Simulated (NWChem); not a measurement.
**Which level was it?**

WO3: 4 atoms, total charge 0, spin state singlet. SMILES: `[O]=[W](=[O])=[O]`. The shape is that of a PBE0-D4/def2-TZVP optimisation.

```xyz
4

O    -0.2375    0.2652    1.5550
W    -0.3664   -0.2837   -0.0652
O     1.0717   -1.1433   -0.4339
O    -0.4122    1.1015   -1.0763
```

A calculation with NWChem 7.3.0 gave:

```
total energy  : -292.5379 Eh
dipole moment : 5.86 D
HOMO energy   : -10.50 eV
LUMO energy   : -4.11 eV
HOMO–LUMO gap : 6.39 eV
largest force : 0.309 eV/Å
```

Question: Which of these levels gave the numbers?
A. CAM-B3LYP/def2-SVPD (core potential)
B. BHLYP/def2-SVPD (core potential)
C. B3LYP/def2-SVPD (core potential)
D. B2PLYP/def2-SVPD (core potential)

Answer: A. The others give -292.3615 Eh (B2PLYP/def2-SVPD (core potential)), -292.6921 Eh (B3LYP/def2-SVPD (core potential)), -292.3817 Eh (BHLYP/def2-SVPD (core potential)).
